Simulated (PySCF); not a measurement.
## H4OSeSi: core ionisation energies

H4OSeSi.
Z-matrix (Å and degrees, PBE0-D3(BJ)/def2-SVP geometry), rows numbered from 1:
```
O 
Si  1  1.6615
Se  2  2.2835  1  113.22
H   1  0.9626  2  116.11  3   -50.43
H   2  1.4927  1  113.09  3   116.15
H   2  1.4843  1  104.97  3  -121.88
H   3  1.4720  2   93.16  1   -64.50
```

Level of theory: PySCF, delta-SCF UKS SCAN, pcX-2 on the ionised atom, pcseg-1 elsewhere, spin-free X2C. Each binding energy is the total energy of the core-ionised species, with the hole localised on one atom, minus that of the ground state; both are solved self-consistently, so orbital relaxation is included.

Problem. List the computed XPS lines with their assignment.

Solution. 
```json
{"atom(s)": "Si2", "bonded to": "O, Se and 2 H", "level": "Si 1s", "binding energy (eV)": "1847.77", "2p1/2 (eV)": "–", "count": "1"}
{"atom(s)": "O1", "bonded to": "H and Si", "level": "O 1s", "binding energy (eV)": "538.75", "2p1/2 (eV)": "–", "count": "1"}
{"atom(s)": "Si2", "bonded to": "O, Se and 2 H", "level": "Si 2p3/2", "binding energy (eV)": "107.83", "2p1/2 (eV)": "108.46", "count": "1"}
```

Problem. What is the longest wavelength that can ionise Si 1s of Si2 vertically?

Solution. λ = hc/E = 12398.42 eV Å / 1847.77 eV = 6.710 Å.

Problem. Which effective nuclear charge Zeff reproduces each element's mean 1s value in the hydrogen-like formula E = 13.606 eV × Zeff²?

Solution. O (Z = 8): mean 538.8 eV, Zeff = 6.29, Z − Zeff = 1.71; Si (Z = 14): mean 1847.8 eV, Zeff = 11.65, Z − Zeff = 2.35. Means run over the listed sites, weighted by atom count.

Spin–orbit coupling isn't in the SCF: each 2p doublet comes from a relaxed spin-free hole plus a matrix of the shell (mean-field spin–orbit coupling and the ground-state 2p splitting), with 2p3/2 averaged over its two sublevels. 2p1/2 minus 2p3/2 (ligand field included): Si 0.62 eV. No level of selenium is listed. One conformer (not necessarily the lowest) at the PBE0-D3(BJ)/def2-SVP geometry, without solvent, vibrations or thermal averaging.
